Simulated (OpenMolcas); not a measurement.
## Ionisation energies of tellurium

```
Program             : OpenMolcas
Basis               : ANO-RCC-VQZP [8s7p5d3f2g]
Scalar Hamiltonian  : DKH2, point nucleus
Spin-orbit coupling : RASSI with atomic mean-field integrals over the reference wave functions, term energies averaged over their components
```

Active shells in each charge state: the valence s, p shells, with orbitals averaged over the low states. Where CASPT2's correlated closed shells are named, they are those of the first ion.

A. CASSCF
B. SS-CASPT2, IPEA 0.25 Eh, imaginary shift 0.1 Eh (closed shells correlated: 4d)
C. SS-CASPT2, IPEA 0.25 Eh, imaginary shift 0.1 Eh (closed shells correlated: none)
D. SS-CASPT2, IPEA 0.25 Eh, imaginary shift 0.1 Eh (closed shells correlated: 4s 4p 4d)
E. SS-CASPT2, IPEA 0 Eh, imaginary shift 0.1 Eh (closed shells correlated: 4d)

Energies in eV between the lowest computed levels, named as in B; reference values from the NIST Atomic Spectra Database with their kind.

```tsv
From	To	A	B	C	D	E	Spin-orbit share in B	Reference
Te2+ 5s² 5p² ³P₀	Te3+ 5s² 5p ²P°_1/2	26.813	27.756	27.378	27.774	27.852	+0.124	27.840 (measured)
Te3+ 5s² 5p ²P°_1/2	Te4+ 5s² ¹S₀	36.349	37.511	36.980	37.553	37.604	+0.668	37.416 (measured)
Te4+ 5s² ¹S₀	Te5+ 5s ²S_1/2	57.137	58.191	57.208	58.292	58.194	+0.000	59.300 (measured)
Te5+ 5s ²S_1/2	Te6+ 4d¹⁰ ¹S₀	68.915	70.443	68.915	70.582	70.485	+0.000	69.100 (theoretical)
```

Steps that some method lacks are left out, and so are those with a state whose active s or d shell is doubly occupied in every root (s and p with five to eight electrons, d10) over a frozen core shell of the same l, since the two then mix freely.

Error against the reference values, in %:

```csv
From,Reference,A,B,C,D,E
Te2+,measured,-3.7,-0.3,-1.7,-0.2,0
Te3+,measured,-2.9,+0.3,-1.2,+0.4,+0.5
Te4+,measured,-3.6,-1.9,-3.5,-1.7,-1.9
Te5+,theoretical,-0.3,+1.9,-0.3,+2.1,+2.0
```

Mean absolute error over the 3 measured values: A 1.42 eV, B 0.43 eV, C 1.00 eV, D 0.40 eV, E 0.44 eV.

° marks odd parity.
